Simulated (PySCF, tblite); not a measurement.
Species: C₆H₉NSi.
Bonds: Si1–C2, C2–C3, C3–C4 (aromatic), C4–C5 (aromatic), C5–N6 (aromatic), N6–C7 (aromatic), C7–C8 (aromatic), C3–C8 (aromatic). Hydrogens: H9, H10, H11 on Si1; H12, H13 on C2; H14 on C4; H15 on C5; H16 on C7; H17 on C8.

Structure optimised with GFN2-xTB, isolated species.

Task: List the bond lengths, angles and torsions at this level.

Result: 
| bond | length (pm) | order |
| --- | --- | --- |
| Si1–C2 | 191.4 | single |
| C2–C3 | 148.6 | single |
| C3–C4, C3–C8 | 139.2 | aromatic |
| C4–C5, C7–C8 | 138.4 | aromatic |
| C5–N6, N6–C7 | 132.3 | aromatic |
| Si1–H9, Si1–H10, Si1–H11 | 146.3 | single |
| C2–H12, C2–H13 | 109.0 | single |
| C4–H14, C8–H17 | 108.0 | single |
| C5–H15, C7–H16 | 108.3 | single |

Bonds in one row agree within 1 pm and their mean is given. Orders are formal, as drawn. A selection of angles:
| angle | degrees |
| --- | --- |
| C2–Si1–H9 | 107.9 |
| C2–Si1–H10 | 108.8 |
| H9–Si1–H10 | 110.6 |
| H10–Si1–H11 | 110.2 |
| Si1–C2–C3 | 110.2 |
| Si1–C2–H12 | 109.2 |
| C3–C2–H12 | 110.2 |
| H12–C2–H13 | 107.8 |
| C2–C3–C4 | 121.5 |
| C4–C3–C8 | 117.1 |
| C3–C4–C5 | 119.1 |
| C3–C4–H14 | 120.3 |
| C5–C4–H14 | 120.5 |
| C4–C5–N6 | 123.6 |
| C4–C5–H15 | 120.9 |
| N6–C5–H15 | 115.5 |
| C5–N6–C7 | 117.5 |

Dihedral angles: Si1–C2–C3–C4 89° (synclinal).

Si1 (SiH3 silicon) is tetrahedral (angles from 107.9° to 110.6°). The 6-membered ring C3–C4–C5–N6–C7–C8 has internal angles of 117.1° to 123.6°; it is planar, 0.00 Å rms from its mean plane, widest ring torsion 0°. Of the pairs four or more bonds apart, H12···H14 is among the closest relative to their van der Waals radii: 2.49 Å, 104 % of the sum of Bondi's values. The 5 C–C bonds span 1.384 Å (C7–C8, aromatic) to 1.486 Å (C2–C3, drawn single), a spread of 0.102 Å.

Point group: Cs (every atom within 0.08 Å of its image). Its GFN2-xTB frequencies are all real (lowest 49 cm⁻¹). The numbers are those of one conformer. 2 starts were optimised and ended at 0.00 and 0.02 kcal/mol (GFN2-xTB); the lowest of these is shown.

These are computed values.
